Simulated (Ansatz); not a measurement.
Program: Ansatz. Geometries: PBE0-D4/def2-TZVP. ΔE: electronic, gas phase. CCSD(T)/CBS is the MP2 limit (def2-TZVPP, def2-QZVPP) plus CCSD(T) − MP2 in def2-TZVPP, frozen cores. One conformer a species, not always the lowest.

Reaction (substitution at a C–S bond): `CSB(C)C` + `C[Si](N)(O)Cl` → `CO[Si](C)(N)Cl` + `CB(C)S`

`CSB(C)C`:

Cartesian coordinates in Å:
```
C 0.170 1.008 -2.092
S 0.759 1.348 -0.418
B 0.156 0.006 0.595
C -0.728 -1.153 0.012
C 0.538 0.072 2.114
H 0.619 0.096 -2.485
H 0.469 1.847 -2.719
H -0.916 0.920 -2.113
H -0.374 -1.528 -0.952
H -1.744 -0.779 -0.164
H -0.813 -1.998 0.700
H 1.100 0.959 2.413
H -0.367 0.014 2.730
H 1.131 -0.812 2.378
```

`C[Si](N)(O)Cl`:

Cartesian coordinates in Å:
```
C 0.495 -0.742 1.203
Si 0.057 0.341 -0.230
N -1.393 -0.182 -0.932
O 1.166 0.364 -1.435
Cl -0.005 2.296 0.500
H -0.301 -0.742 1.951
H 1.407 -0.388 1.687
H 0.654 -1.768 0.863
H -1.695 0.194 -1.816
H -2.170 -0.470 -0.363
H 1.784 1.095 -1.429
```

`CO[Si](C)(N)Cl`:

```xyz
14

C    -2.114    0.402   -0.597
O    -0.733    0.332   -0.874
Si    0.369   -0.347    0.119
C     1.988   -0.166   -0.751
N     0.283    0.291    1.694
Cl   -0.068   -2.353    0.385
H    -2.565    1.113   -1.291
H    -2.300    0.738    0.428
H    -2.588   -0.575   -0.737
H     1.936   -0.594   -1.754
H     2.250    0.891   -0.846
H     2.781   -0.670   -0.195
H     0.228   -0.301    2.503
H     0.533    1.239    1.916
```

`CB(C)S`:

```xyz
11

C     0.325   -0.977    0.852
B     0.213    0.160   -0.220
C    -1.156    0.863   -0.523
S     1.634    0.745   -1.149
H    -0.534   -1.654    0.806
H     0.286   -0.514    1.846
H     1.240   -1.569    0.805
H    -1.096    1.737   -1.174
H    -1.828    0.138   -0.999
H    -1.652    1.157    0.408
H     2.568   -0.085   -0.654
```

```json
{"species": "`CSB(C)C`", "CCSD(T)/CBS(def2) energy (Eh)": "-542.19673"}
{"species": "`C[Si](N)(O)Cl`", "CCSD(T)/CBS(def2) energy (Eh)": "-920.56583"}
{"species": "`CO[Si](C)(N)Cl`", "CCSD(T)/CBS(def2) energy (Eh)": "-959.80569"}
{"species": "`CB(C)S`", "CCSD(T)/CBS(def2) energy (Eh)": "-502.93918"}
```

Work out ΔE.

ΔE = (-959.80569) + (-502.93918) − (-542.19673) − (-920.56583) = 0.01769 Eh = +46.4 kJ/mol.

Largest T1 diagnostic among the species: 0.012.

In def2-TZVPP, CCSD(T) changes the Hartree–Fock value by +11.0 kJ/mol (the triples alone add +2.0 kJ/mol) and MP2 by +17.5 kJ/mol.
